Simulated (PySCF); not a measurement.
Tl(SH) at several levels of theory

Computed with PySCF 2.14.0 (density fitting, no spin-orbit coupling) at the geometry relaxed with BP86:

```xyz
3
Tl(SH) (singlet)
Tl    0.0989    0.0000   -0.1784
S    -0.0890    0.0000    2.4445
H     1.2736    0.0000    2.5446
```

```csv
level,basis,state,HOMO (eV),gap (eV),charge on Tl1 (e),dipole about the centre of mass (D),largest force component (eV/Å)
BP86,"Tl def2-SVP with ECP60, S def2-SVP, H def2-SVP",singlet,-5.28,2.76,0.28,3.09,0.00
revPBE,the same,singlet,-5.12,2.78,0.30,3.19,0.13
BP86,"Tl def2-TZVP with ECP60, S def2-TZVP, H def2-TZVP",singlet,-5.45,2.84,0.38,3.60,0.24
BP86,"Tl x2c-SVPall, S x2c-SVPall, H x2c-SVPall",singlet,-5.26,2.76,0.31,3.14,0.17
```

Charges are Mulliken's, which hang on the basis. The relaxation used the grid (50, 194), these runs (75, 302) or, all-electron (x2c bases, spin-free X2C Hamiltonian), (99, 590).

Problem. A further run in the first row's basis gives HOMO (eV) -6.26, gap (eV) 4.47, charge on Tl1 (e) 0.34, dipole about the centre of mass (D) 3.51, largest force component (eV/Å) 0.34. Which level was it?
A. CAM-B3LYP
B. PBE0
C. HF

Solution. B. The others give HOMO -8.31 eV (HF); -7.38 eV (CAM-B3LYP).

In the first row's basis the gap widens with exact exchange: 2.8 eV for BP86, revPBE (none); 4.5 eV for PBE0 (a fixed share); 6.4 to 8.8 eV for CAM-B3LYP, Hartree–Fock (rising or full at long range).
